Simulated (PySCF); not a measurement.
C₄H₇O, SMILES [CH2]CC(C)=O, doublet, PBE0/def2-SVP optimised geometry.

```
12

C     -0.64     1.56     1.32
C     -0.76     0.89     0.00
C     -0.08    -0.49     0.00
C      1.43    -0.49     0.00
O     -0.73    -1.50     0.01
H     -1.25     1.22     2.16
H      0.14     2.29     1.52
H     -1.82     0.70    -0.26
H     -0.31     1.51    -0.79
H      1.80    -1.51     0.15
H      1.80    -0.10    -0.96
H      1.82     0.18     0.79
```

Density from unrestricted PBE0/def2-TZVP (PySCF) at that geometry.

Minimum of the electron density along straight lines between bonded atoms, close to the bond critical point (lines longer than 1.1 times the sum of covalent radii, or with two minima, are not listed):

```csv
bond,length / Å,ρ at the minimum / e bohr⁻³,∇²ρ there / e bohr⁻⁵,position (fraction from the first atom)
C1–C2,1.485,0.262,-0.68,0.50
C2–C3,1.537,0.246,-0.61,0.49
C3–C4,1.508,0.261,-0.69,0.51
C3–O5,1.205,0.426,0.01,0.33
C1–H6,1.093,0.278,-0.96,0.65
C1–H7,1.092,0.278,-0.96,0.65
C2–H8,1.101,0.274,-0.93,0.65
C2–H9,1.103,0.271,-0.91,0.64
C4–H10,1.097,0.275,-0.94,0.65
C4–H11,1.102,0.268,-0.89,0.64
C4–H12,1.101,0.270,-0.90,0.64
```
